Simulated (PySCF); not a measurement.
## SMILES C(=C)/C=C/C=C/C(F)(F)F, C$_{7}$H$_{7}$F$_{3}$

Geometry:
```json
{"atom": "C1", "x (Å)": "3.799", "y (Å)": "-0.686", "z (Å)": "-0.547"}
{"atom": "C2", "x (Å)": "2.776", "y (Å)": "-0.084", "z (Å)": "0.057"}
{"atom": "C3", "x (Å)": "1.400", "y (Å)": "-0.339", "z (Å)": "-0.274"}
{"atom": "C4", "x (Å)": "0.361", "y (Å)": "0.265", "z (Å)": "0.329"}
{"atom": "C5", "x (Å)": "-1.006", "y (Å)": "0.001", "z (Å)": "-0.013"}
{"atom": "C6", "x (Å)": "-2.047", "y (Å)": "0.594", "z (Å)": "0.581"}
{"atom": "C7", "x (Å)": "-3.463", "y (Å)": "0.310", "z (Å)": "0.217"}
{"atom": "F8", "x (Å)": "-4.175", "y (Å)": "-0.153", "z (Å)": "1.265"}
{"atom": "F9", "x (Å)": "-4.111", "y (Å)": "1.417", "z (Å)": "-0.200"}
{"atom": "F10", "x (Å)": "-3.598", "y (Å)": "-0.597", "z (Å)": "-0.761"}
{"atom": "H11", "x (Å)": "3.646", "y (Å)": "-1.410", "z (Å)": "-1.330"}
{"atom": "H12", "x (Å)": "4.820", "y (Å)": "-0.477", "z (Å)": "-0.279"}
{"atom": "H13", "x (Å)": "2.957", "y (Å)": "0.641", "z (Å)": "0.840"}
{"atom": "H14", "x (Å)": "1.217", "y (Å)": "-1.062", "z (Å)": "-1.058"}
{"atom": "H15", "x (Å)": "0.538", "y (Å)": "0.989", "z (Å)": "1.114"}
{"atom": "H16", "x (Å)": "-1.183", "y (Å)": "-0.723", "z (Å)": "-0.798"}
{"atom": "H17", "x (Å)": "-1.938", "y (Å)": "1.325", "z (Å)": "1.368"}
```

Method used: PySCF, quadratic response B3LYP/def2-SVPD first hyperpolarisability, Taylor convention, gas phase. Geometry: GFN2-xTB.

(1) Give the tensor of the second harmonic β(−2ω;ω,ω) at 1064 nm in the axes of these coordinates.

Answers

(1) In au, Taylor convention; rows are the first index (the induced dipole):
|  | xx | yy | zz | xy | xz | yz |
| --- | --- | --- | --- | --- | --- | --- |
| x | +475.6 | -55.7 | -56.4 | -10.6 | +12.6 | -3.5 |
| y | -29.0 | +17.7 | +1.3 | -48.7 | -1.6 | -0.9 |
| z | -7.3 | +0.2 | +11.1 | -0.8 | -50.0 | 0.0 |

Norm of βᵢ = ⅓ Σⱼ (βᵢⱼⱼ + βⱼᵢⱼ + βⱼⱼᵢ): 372.8 au, hyper-Rayleigh value 183.3 au.
